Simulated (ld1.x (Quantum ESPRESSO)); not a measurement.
**Ranking TM semilocal potentials for palladium**

All share these settings but for the change named:

* Element: Pd
* Generator: ld1.x (Quantum ESPRESSO) 7.5
* Type: norm-conserving Troullier–Martins (semilocal form)
* Functional: PBEsol
* Relativity: scalar-relativistic
* Frozen core: [Kr]
* Valence charge: 10
* Reference configuration: 4d9 5s1 5p0
* Partial waves: 5s (bound): rc 1.85 bohr; 5p (bound, empty): rc 3.60 bohr; 4d (bound): rc 1.10 bohr
* Local potential: the d channel
* Core correction: a·sin(br)/r model core inside 0.75 bohr

Cutoff: the first of the cutoffs (Ry, on a coarse ladder) from which the occupation-weighted sum of valence levels, in a spherical-Bessel basis at the reference potential, stays within 10 and 1 mRy of its value at 400 Ry; the density cutoff is not measured.

The base gives 80 Ry.

Of 9 variants that were run, those that failed, showed a ghost or another fault, or gave nearly equal values are left out.

Question: Rank these variants from softest to hardest (loose cutoff).
A. wave 4d (bound): rc 1.10 bohr becomes 4d (bound): rc 1.68 bohr
B. wave 4d (bound): rc 1.10 bohr becomes 4d (bound): rc 1.02 bohr
C. wave 4d (bound): rc 1.10 bohr becomes 4d (bound): rc 0.80 bohr
D. wave 4d (bound): rc 1.10 bohr becomes 4d (bound): rc 1.22 bohr
E. wave 4d (bound): rc 1.10 bohr becomes 4d (bound): rc 0.94 bohr

Answer: A (60 Ry), D (70 Ry), B (120 Ry), E (160 Ry), C (300 Ry).
